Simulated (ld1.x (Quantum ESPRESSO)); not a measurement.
**An all-electron radial function and its pseudo partner (manganese)**

Columns: radius, all-electron u(r) and pseudo u(r) of the 4s shell (level -4.14 eV) of manganese in the configuration [Ar] 3d6 4s1 4p0; PBEsol, scalar-relativistic, PAW scheme, ld1.x (Quantum ESPRESSO) 7.5.

```
r (bohr)  all-electron   pseudo
   0.145       -0.1269  -0.0543
   0.290       -0.0646  -0.1081
   0.435        0.1368  -0.1609
   0.580        0.2420  -0.2122
   0.725        0.2334  -0.2615
   0.870        0.1531  -0.3085
   1.015        0.0407  -0.3528
   1.160       -0.0783  -0.3940
   1.305       -0.1902  -0.4318
   1.450       -0.2886  -0.4660
   1.595       -0.3713  -0.4964
   1.740       -0.4385  -0.5228
   1.885       -0.4913  -0.5452
   2.030       -0.5312  -0.5635
   2.175       -0.5599  -0.5776
   2.320       -0.5790  -0.5875
   2.465       -0.5899  -0.5932
   2.610       -0.5938  -0.5947
   2.755       -0.5920  -0.5921
   2.900       -0.5854  -0.5854
   3.045       -0.5750  -0.5750
   3.190       -0.5613  -0.5613
   3.335       -0.5452  -0.5452
   3.480       -0.5271  -0.5271
   3.625       -0.5076  -0.5076
   3.770       -0.4872  -0.4872
```

Task: How many radial nodes do the two functions have?

Result: The all-electron 4s function has n − l − 1 = 3 (the table is too coarse to show those close to the nucleus); the pseudo-wave has 0, since the states of the same l below it are removed with the core.

Task: At about which radius was the pseudo-wave matched?

Result: 2.90 bohr, where the columns begin to agree (steps of 0.14 bohr).

Task: Is the pseudo-wave norm-conserving?

Result: No, it belongs to a PAW set: the norm inside the radius is not constrained, and the difference is carried by the augmentation charge.
